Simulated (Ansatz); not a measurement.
`[OH][SbH2]` + H₂S → `[SH][SbH2]` + H₂O at 298.15 K and 1 bar (ligand exchange at the Sb–O bond).

Computed with Ansatz on PBE0-D4/def2-TZVP structures; ΔE is electronic, products minus reactants. CCSD(T)/CBS adds triple-zeta CCSD(T) − MP2 to the extrapolated MP2 energy (def2 sets, frozen cores). This one scheme is used for every species. Elements past krypton have def2 core potentials. For Sb outer-core shells are correlated without core-valence functions, which leaves a few kJ/mol of doubt a bond.

```csv
species,CCSD(T)/CBS energy (Eh),H − E (kJ/mol),S (J/(mol·K))
`[OH][SbH2]`,-316.98030,82.9,277.2
H₂S,-398.97279,49.9,205.7
`[SH][SbH2]`,-639.59431,73.5,292.6
H₂O,-76.37941,66.4,188.7
```

H − E and S are ideal-gas, rigid-rotor, harmonic terms from PBE0-D4/def2-TZVP. 1 Eh = 2625.50 kJ/mol, R = 8.31446 J/(mol·K).

Task: By hand: ΔE, ΔH, ΔS and ΔG.

Result: ΔE = (-639.59431) + (-76.37941) − (-316.98030) − (-398.97279) = -0.02063 Eh = -54.2 kJ/mol. Δ(H − E) = 73.5 + 66.4 − 82.9 − 49.9 = 7.1, so ΔH = -47.1 kJ/mol. ΔS = 292.6 + 188.7 − 277.2 − 205.7 = -1.6 J/(mol·K). ΔG = -47.1 − 298.15 × (-1.6)/1000 = -46.6 kJ/mol.

Task: By hand: the equilibrium constant, and the temperature at which ΔG would vanish if ΔH and ΔS stayed fixed.

Result: log₁₀ K = −ΔG/(RT ln 10) = 8.2. ΔG = 0 at ΔH/ΔS = 29438 K, far beyond where these terms or the molecules hold.

The number of gas molecules stays the same, so ΔS is small and ΔH decides. A doubt of 5 kJ/mol in ΔE shifts log₁₀ K by 0.9 here. These are equilibria of isolated gas molecules and say nothing of rates. Largest T1 diagnostic: 0.014 (customary marks: 0.02 for closed shells, 0.045 for open ones).
